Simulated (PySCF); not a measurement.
Species: C8H9P.
Structure used (PBE0-D3(BJ)/def2-SVP), in Å, numbered top down from 1:
```
atom  x, y, z in Å
C1    -2.801    0.652   -0.143
C2    -1.429    0.653    0.079
C3    -0.533   -0.267   -0.483
C4     0.910   -0.146   -0.150
C5     1.984   -0.476   -1.158
C6     1.784   -1.365    0.021
C7    -1.001   -1.277   -1.338
C8    -2.334   -1.449   -1.686
P9    -3.667   -0.469   -1.148
H10   -3.395    1.424    0.356
H11   -1.012    1.421    0.739
H12    1.132    0.691    0.518
H13    1.656   -0.829   -2.140
H14    2.866    0.170   -1.185
H15    2.524   -1.349    0.825
H16    1.313   -2.340   -0.135
H17   -0.272   -1.978   -1.759
H18   -2.577   -2.275   -2.362
```

NICS = −σ at a ghost point: NICS(0) at the centroid of the ring atoms, NICS(1) 1 Å to either side along the normal of their mean plane, zz for the tensor component along that normal. Level: GIAO PBE0/pcSseg-1 (PySCF, non-relativistic, gas phase) on the PBE0-D3(BJ)/def2-SVP geometry, one conformer.

Ring bond lengths (Å), with Mayer bond orders in brackets: C1–C2 1.389 (1.47), C2–C3 1.402 (1.39), C3–C7 1.404 (1.38), C7–C8 1.388 (1.49), C8–P9 1.739 (1.30), P9–C1 1.737 (1.31); C4–C5 1.509 (0.93), C5–C6 1.490 (0.97), C6–C4 1.509 (0.93).

Problem. Give the NICS values of each ring in ppm.

Solution. 
| ring | type | NICS(0) | NICS(1), two faces | NICS(1)zz, two faces | rms pucker (Å) | centre to ring atoms, mean (Å) |
| --- | --- | --- | --- | --- | --- | --- |
| C1–C2–C3–C7–C8–P9 | 6-membered ring with P; formal bonds all aromatic | -7.2 | -10.3 / -10.3 | -25.3 / -25.4 | 0.00 | 1.50 |
| C4–C5–C6 | 3-membered carbocycle; formal bonds all single | -42.3 | -7.2 / -7.9 | -23.7 / -23.7 | 0.00 | 0.87 |

Problem. What can be read from them?

Solution. 
- C1–C2–C3–C7–C8–P9: mean NICS(1)zz -25.3 ppm, shielded.
- C4–C5–C6: mean NICS(1)zz -23.7 ppm, shielded. C4, C5, C6 have four or more neighbours, so the value isn't read as a sign of a π ring current. NICS(0) lies 35 ppm below the mean NICS(1).

Problem. And the bond-length index? HOMA takes Krygowski's 1993 parameters.

Solution. 
- C1–C2–C3–C7–C8–P9: HOMA 0.92; the largest term is that of C8–P9, α(R − Ropt)² = 0.20.

Problem. At the second NICS(1) probe listed for ring C4–C5–C6, 1 Å off the ring, how large is the induced field along the normal in 7.05 T applied along it?

Solution. NICSzz × B0 = -23.7 ppm × 7.05 T = -167 μT, against the applied field.

Problem. How do the values depend on the level or the medium?

Solution. 
```tsv
level	NICS(0), C1–C2–C3–C7–C8–P9	mean NICS(1)zz, C1–C2–C3–C7–C8–P9	NICS(0), C4–C5–C6	mean NICS(1)zz, C4–C5–C6
PBE0/pcSseg-1, gas	-7.2	-25.3	-42.3	-23.7
wB97X-D/pcSseg-1, gas	-7.2	-25.6	-42.2	-23.8
PBE0/pcSseg-1, IEF-PCM acetonitrile	-6.9	-25.2	-42.7	-23.8
PBE0/pcSseg-1, IEF-PCM cyclohexane	-7.1	-25.3	-42.4	-23.8
```

The geometry is the same throughout; the continuum's cavity takes Bondi-type radii × 1.2.

Time: 30 s wall; peak memory 1.0 GiB. Hardware: an Intel Xeon 6975P-C with one thread, shared host with 192 logical CPUs at a one-minute load of 89. This is the whole shielding run at PBE0/pcSseg-1, SCF included.
